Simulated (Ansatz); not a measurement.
Basis-set series for C₃H₈Cl₂GaN, SMILES `CC(C)[NH][Ga]([Cl])[Cl]`. The species carries charge 0 and has multiplicity 1. Geometry: relaxed with PBE0-D4/def2-TZVP. It is one conformer, not always the lowest.

| functional | basis | functions | energy (Eh) | HOMO (eV) | LUMO (eV) |
| --- | --- | --- | --- | --- | --- |
| PBE0-D4 | def2-SVP | 164 | -3017.87271 | -7.20 | -0.71 |
| PBE0-D4 | def2-QZVPP | 697 | -3018.70720 | -7.33 | -1.06 |
| ωB97M-V | def2-SVP | 164 | -3018.38494 | -9.48 | 1.23 |
| ωB97M-V | def2-QZVPP | 697 | -3019.22150 | -9.65 | 0.61 |

Q: Give the rows for def2-TZVPP. (Estimate.)

A: Ansatz gave: 
```csv
functional,basis,functions,energy (Eh),HOMO (eV),LUMO (eV)
PBE0-D4,def2-TZVPP,368,-3018.62677,-7.30,-0.92
ωB97M-V,def2-TZVPP,368,-3019.14406,-9.61,0.95
```

Positive LUMOs are unbound and depend on the basis. Scalar relativity is left out up to krypton.
